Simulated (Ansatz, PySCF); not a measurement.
This PySCF input computes a B3LYP/def2-TZVPD energy:

```python
from pyscf import gto, scf, dft

mol = gto.M(
    atom='''
    In   -0.00000000   -0.00000000   -0.31203525
    F     0.00000000    0.00000000    1.69885860
    ''',
    basis='def2-tzvpd',
    ecp='def2-tzvp',
    charge=0,
    spin=0,
    verbose=4,
)

mf = dft.RKS(mol, xc='b3lyp').density_fit(auxbasis='def2-universal-jkfit')
mf.grids.level = 3
mf.conv_tol = 1e-9
mf.max_cycle = 100
mf.max_memory = 1500
mf.kernel()
if not mf.converged:
    mf = mf.newton()
    mf.kernel(mf.make_rdm1())
mf.analyze()
```

Question: Write an input for the same energy in Ansatz (a program for electronic structure) and say what it gives.

Answer: 
Ansatz 0.2 input:
```yaml
crystal:
  periodic: [false, false, false]
  atoms:
    - {symbol: In, position_ang: [-0.00000000, -0.00000000, -0.31203525]}
    - {symbol: F, position_ang: [0.00000000, 0.00000000, 1.69885860]}
basis:
  gaussian:
    orbitals: def2-TZVPD
hamiltonian:
  xc: {name: B3LYP}
output: {forces: true}
```
It gives -290.16136 Eh, and PySCF -290.16141 Eh, a difference of 0.05 mEh, from the treatment of integrals and grids.
